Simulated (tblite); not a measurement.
Compound: C₅H₁₁O₂PS.
Z-matrix (Å and degrees, GFN2-xTB geometry), rows numbered from 1:
```
O 
C   1  1.3943
P   2  1.8675  1  108.13
S   3  1.9402  2  112.31  1    54.11
C   3  1.8433  2  105.66  1   -71.76
C   5  1.5308  3  106.50  2  -164.42
O   6  1.4071  5  112.69  3    63.26
C   7  1.4056  6  113.73  5   -70.06
C   8  1.5324  7  112.90  6    69.67
H   1  0.9708  2  108.45  3   -52.16
H   2  1.0926  1  107.50  3  -120.19
H   2  1.1023  1  112.16  3   119.74
H   5  1.0922  3  109.10  2    76.28
H   5  1.0912  3  110.37  2   -44.39
H   6  1.0928  5  110.37  3  -179.07
H   6  1.1016  5  109.16  3   -59.50
H   8  1.0931  7  105.52  6  -169.81
H   8  1.1016  7  110.18  6   -52.50
H   9  1.0916  3  110.24  2    43.02
H   9  1.0921  3  109.48  2   -77.87
```

Calculated harmonic vibrations of the isolated species, GFN2-xTB (tblite), most abundant isotopes, no scaling. The method is semi-empirical: single wavenumbers can be off by several per cent or more. One conformer, not necessarily the lowest.

Harmonic wavenumbers (cm⁻¹): 51.7, 89.5, 115.2, 145.3, 192.7, 231.1, 238.6, 272.4, 375.1, 391.8, 400.9, 422.8, 535.2, 586.5, 688.2, 706.2, 753.9, 785.7, 822.6, 859.8, 916.0, 936.9, 964.9, 997.6, 1032.5, 1072.4, 1079.4, 1098.9, 1122.6, 1125.3, 1168.7, 1215.8, 1228.1, 1249.0, 1285.3, 1309.9, 1326.7, 1338.4, 1395.5, 1402.6, 1421.3, 1451.5, 1458.3, 2832.3, 2862.2, 2862.9, 2958.4, 2962.8, 2964.2, 2965.6, 2970.2, 2972.2, 2973.8, 3413.0.

A = 1812, B = 880.2, C = 809.4 MHz; mass 166.022 u (most abundant isotopes); point group C1, symmetry number 1.

Zero-point energy?

½Σν̃ = 34500 cm⁻¹ = 412.71 kJ/mol.

What is S at 350 K and 1 bar for an ideal gas of classical rigid rotors and harmonic oscillators?

Translation 175.94, rotation 127.10, vibration 146.69: S = 449.7 J/(mol K).

And Cp and H(350 K) − H(0)?

Cp = 194.00 J/(mol K), of which vibrations give 160.75 (their classical limit is 54 R = 449.0); H(350 K) − H(0) = 39.34 kJ/mol without the zero-point energy, 27.70 from vibrations.

What must be added to the electronic energy to get the Gibbs energy at 350 K and 1 bar?

ZPE + [H(350 K) − H(0)] − T·S = 412.71 + 39.34 − 157.41 = 294.64 kJ/mol.

Blend soft modes into free rotors: weight 1/[1 + (100 cm⁻¹/ν̃)⁴] for the oscillator and the rest for a rotor with moment μB/(μ + B), μ = h/(8π²ν), B = 10⁻⁴⁴ kg m². What vibrational entropy results?

137.81 J/(mol K) in place of 146.69, which changes −T·S at 350 K by +3.11 kJ/mol.

Hindered rotation and anharmonicity are outside this model. Other conformers, if any are populated, would add a mixing term that is left out. The structure is chiral; the term R ln 2 for an equal mix with its mirror image is left out.
